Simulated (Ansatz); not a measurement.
`OC[SiH](F)CF`. The species carries charge 0 and has multiplicity 1.

```xyz
12

O     0.4760   -0.5520   -1.9339
C     1.0174   -0.7994   -0.6398
Si    0.3783    0.4672    0.5860
F     0.6759    1.9129   -0.0567
C    -1.4917    0.3273    0.7746
F    -1.7633   -0.8887    1.4035
H     0.7724    0.3148   -2.2245
H     0.6782   -1.7963   -0.3426
H     2.1154   -0.8389   -0.6573
H     1.0508    0.3898    1.9072
H    -1.9932    0.3306   -0.1983
H    -1.9163    1.1326    1.3819
```

(1) List the harmonic frequencies (cm⁻¹, unscaled) at PBE0-D4/def2-TZVP in Ansatz. (An estimate is asked.)

(2) Is this a minimum?

(3) Give the ideal-gas thermochemistry at 298.15 K and 1 bar (rigid rotor, harmonic oscillator; point group C1, symmetry number 1).

(4) And at 400, 500, 600, 800 and 1000 K?

(5) Rotational constants (cm⁻¹)?

## Answers

(1) Computed: 56, 91, 124, 139, 226, 303, 337, 405, 627, 657, 717, 799, 809, 888, 899, 1056, 1063, 1154, 1239, 1291, 1316, 1385, 1456, 1463, 2237, 3013, 3053, 3093, 3109, 3856.

(2) Yes, all 30 modes are real.

(3) Zero-point energy 220.5 kJ/mol; H(298) − E = 244.4 kJ/mol; entropy 374.7 J/(mol·K), of which translation 167.7, rotation 116.4, vibration 90.6; G(298) − E = 132.7 kJ/mol. Modes under 100 cm⁻¹ are hindered rotations or soft bends, so the harmonic entropy is rough.

(4) 
| T (K) | H − E (kJ/mol) | S (J/mol/K) | G − E (kJ/mol) |
| --- | --- | --- | --- |
| 400 | 258.0 | 413.7 | 92.5 |
| 500 | 273.5 | 448.3 | 49.4 |
| 600 | 290.8 | 479.9 | 2.9 |
| 800 | 329.6 | 535.4 | -98.8 |
| 1000 | 372.3 | 583.0 | -210.7 |

(5) 0.1111, 0.06825, 0.051.
